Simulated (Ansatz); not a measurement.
One change: `CC[O][Ge]([Cl])([O]CC)[O]CC` becomes `CC[O][Ge]([CH3])([O]CC)[O]CC`.

Ansatz, PBE0-D4/def2-TZVP geometries, multiplicity 1. Each molecule was computed in one conformer, which needn't be the lowest.

Scalar relativity is left out up to krypton.

```
                                        property  `CC[O][Ge]([Cl])([O]CC)[O]CC`
size of the dipole moment (B3LYP/def2-TZVPP) / D                           1.90
           HOMO–LUMO gap (B3LYP/def2-TZVPP) / eV                           7.53
              HOMO energy (PBE0/def2-TZVPP) / eV                          -8.19
           HOMO energy (ωB97M-V/def2-TZVPP) / eV                         -10.61
               LUMO energy (PBE/def2-TZVPP) / eV                          -1.18
           LUMO energy (ωB97M-V/def2-TZVPP) / eV                           1.85
```

(1) What does the change do to each property? (Estimate.)

## Answers

(1) Ansatz gave: 
```tsv
property	`CC[O][Ge]([CH3])([O]CC)[O]CC`	shift
size of the dipole moment (B3LYP/def2-TZVPP) / D	1.24	-0.66
HOMO–LUMO gap (B3LYP/def2-TZVPP) / eV	7.84	0.31
HOMO energy (PBE0/def2-TZVPP) / eV	-7.68	0.51
HOMO energy (ωB97M-V/def2-TZVPP) / eV	-10.08	0.53
LUMO energy (PBE/def2-TZVPP) / eV	-0.19	0.99
LUMO energy (ωB97M-V/def2-TZVPP) / eV	2.20	0.35
```

With PBE0 the HOMO rises by 0.51 eV and the LUMO rises by 0.80 eV, so the gap widens by about 0.29 eV. PBE moves the HOMO by 0.46 eV and ωB97M-V by 0.53 eV. Dipoles are sizes alone; their direction can turn.

B3LYP here is the variant with VWN-RPA as its local correlation; programs differ in this.
